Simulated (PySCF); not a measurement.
Electric field gradients and quadrupole coupling constants

Compound: C4H4ClOP.
Numbering: `[CH3:1][c:2]1[o:3][cH:4][c:5]([Cl:6])[p:7]1` (hydrogens: H8, H9, H10 on C1; H11 on C4)

Cartesian coordinates in Å at the GFN2-xTB level; atoms count from 1:
```xyz
11
C4H4ClOP angstrom
C     -1.9925    0.0285    0.0239
C     -0.5087    0.1592    0.0148
O      0.1905   -0.9833   -0.0736
C      1.5066   -0.7674   -0.0748
C      1.8592    0.5418    0.0127
Cl     3.4836    1.0858    0.0302
P      0.4286    1.5981    0.1036
H     -2.3157   -0.5722    0.8739
H     -2.4476    1.0123    0.0894
H     -2.3366   -0.4663   -0.8840
H      2.1380   -1.6338   -0.1421
```

Field gradients from the PBE0/pcSseg-1 density (PySCF, non-relativistic), principal values in atomic units, ordered |Vxx| ≤ |Vyy| ≤ |Vzz|:

| atom | Vxx | Vyy | Vzz |
| --- | --- | --- | --- |
| O3 | -0.6849 | -0.7558 | 1.4408 |
| Cl6 | -1.9666 | -2.1353 | 4.1019 |

**Question.** Find the asymmetry η = (Vxx − Vyy)/Vzz and the couplings χ = eQV/h (234.96 MHz × Q in barn × V in au), with Q(17O) = −0.0256 b, Q(35Cl) = −0.0817 b.

**Answer.** 
```csv
atom,environment,nucleus,η,χzz (MHz),χxx (MHz),χyy (MHz)
O3,furan-type oxygen,17O,0.05,-8.67,4.12,4.55
Cl6,aryl chlorine,35Cl,0.04,-78.74,37.75,40.99
```

The gradient is axial or nearly so (η below 0.05) at Cl6. The tensor is traceless: Vxx + Vyy + Vzz = 0.

**Question.** What is Vzz at O3 in SI units (1 au = 9.71736 × 10²¹ V/m²)?

**Answer.** 1.4408 au = 14.000 × 10²¹ V/m².

**Question.** And the gradient at the other heavy atoms, for which no coupling is worked out here?

**Answer.** 
```
atom                        environment  Vzz (au)     η
  C1               benzylic-type carbon     0.109  0.14
  C2        substituted aromatic carbon    -0.355  0.41
  C4  aromatic CH next to a ring oxygen    -0.293  0.95
  C5               aromatic C–Cl carbon     0.284  0.94
  P7           phosphorus bonded to 2 C    -1.038  0.55
```

**Question.** What couplings would deuterons (Q(2H) = 0.00286 b) have in place of the hydrogens, at this geometry?

**Answer.** 
```tsv
atom	bonded to	bond length (Å)	Vzz (au)	η	χzz (kHz)
H8	C1	1.090	0.3086	0.03	207
H9	C1	1.086	0.3134	0.05	211
H10	C1	1.090	0.3086	0.03	207
H11	C4	1.074	0.3339	0.11	224
```

Geometry: GFN2-xTB; no solvent, vibrations or thermal averaging. GFN2-xTB bond lengths can be off by several hundredths of an ångström, more for odd bonds, and the gradients follow them. A larger basis could move these couplings by a tenth or more.

These values come from a run that also computed NMR shieldings. The run took about 40 s of CPU time (one thread, shared machine).
